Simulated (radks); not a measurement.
Values are calculated unless marked as measured or tabulated.
The rhodium ion Rh29+, 16 electrons, occupied as [Ne] 3s2 3p4. Level of theory: Dirac Kohn-Sham, exchange-only PBE, spin-unpolarised, spherical densities, finite nucleus; open shells fill j = l - 1/2 first; Fermi nuclear charge, rms radius 4.4945 fm (a radial shooting solver on a logarithmic mesh with Libxc functionals).

Spin-orbit splittings of the eigenvalues, e(l+1/2) - e(l-1/2), with zeta = 2 splitting/(2l+1) and mean radii in bohr:

| shell | occ. | splitting (eV) | zeta (eV) | <r> j=l-1/2 | <r> j=l+1/2 |
|---|---|---|---|---|---|
| 2p | 6 | 147.6 | 98.43 | 0.1188 | 0.1235 |
| 3p | 4 | 34.48 | 22.99 | 0.3336 | 0.3409 |
